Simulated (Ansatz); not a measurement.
Ansatz (a first-principles code) input:

Ansatz 0.2 input:
```yaml
crystal:
  periodic: [false, false, false]
  atoms:
    - {symbol: I, position_ang: [1.94182066, -0.77938361, -0.31852621]}
    - {symbol: C, position_ang: [-0.03911474, -0.13792660, -0.07075669]}
    - {symbol: C, position_ang: [-0.36975838, 1.02501372, 0.50100910]}
    - {symbol: Se, position_ang: [-2.19686918, 1.35198213, 0.59657975]}
    - {symbol: C, position_ang: [-2.37778874, -0.32545106, -0.25286690]}
    - {symbol: C, position_ang: [-1.17880349, -0.90766659, -0.50026972]}
    - {symbol: H, position_ang: [-3.35675313, -0.71316880, -0.48443242]}
    - {symbol: H, position_ang: [-1.07339745, -1.87070899, -0.98008476]}
basis:
  gaussian:
    orbitals: def2-TZVPP
hamiltonian:
  xc: pbe
magnetization: {spin_polarized: true, initial_magnetization: 1}
correlation: {method: rpa, electrons: outside_noble_gas}
```

**Question.** Predict the final energy.

**Answer.** -2850.44380 Eh (RPA@PBE/def2-TZVPP). The basis has 250 functions.

It need not be the lowest isomer of its formula.
